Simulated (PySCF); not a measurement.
# C₆ coefficients of unlike pairs at PBE

Calculated with PySCF 2.14 from the dipole response of each species, C₆(A,B) = (3/π) ∫ α_A(iu) α_B(iu) du, in atomic units, from isotropic polarisabilities. For ions this is the dispersion term alone; charge-induced terms of lower order in 1/R come first.

```
species                configuration                                                                                   basis      relativity  α (bohr³)  C₆ (like pair)
   Sb²⁺       [Kr] 4d10 5s2 5p1 (2P)                                               aug-cc-pwCVDZ-PP with ECP28MDF (6s5p4d1f)  core potential      15.34           92.31
    Xe⁺       [Kr] 4d10 5s2 5p5 (2P)        x2c-QZVPPall with one added diffuse shell each of s, p, d, f type (14s10p8d5f1g)   spin-free X2C      18.39           160.8
    Si⁺            [Ne] 3s2 3p1 (2P)         x2c-QZVPPall with one added diffuse shell each of s, p, d, f type (10s7p5d3f1g)   spin-free X2C      19.04           100.5
     Bi  [Xe] 4f14 5d10 6s2 6p3 (4S)  aug-cc-pVTZ-PP with one added diffuse shell each of d, f type with ECP60MDF (6s5p5d3f)  core potential      55.63           665.6
```

Estimate C₆ for Xe⁺ with Sb²⁺.

The integral gives 121.4. The combination rule 2 C_A C_B / (C_A α_B/α_A + C_B α_A/α_B) gives 121.3 and the geometric mean 121.8.

No spin-orbit coupling is included, so Bi, close to jj coupling, stand for model states.

The other pairs:

| pair | C₆ |
| --- | --- |
| Bi, Xe⁺ | 310.4 |
| Si⁺, Xe⁺ | 122.4 |
| Si⁺, Sb²⁺ | 94.19 |
| Bi, Sb²⁺ | 240.0 |
| Bi, Si⁺ | 257.4 |
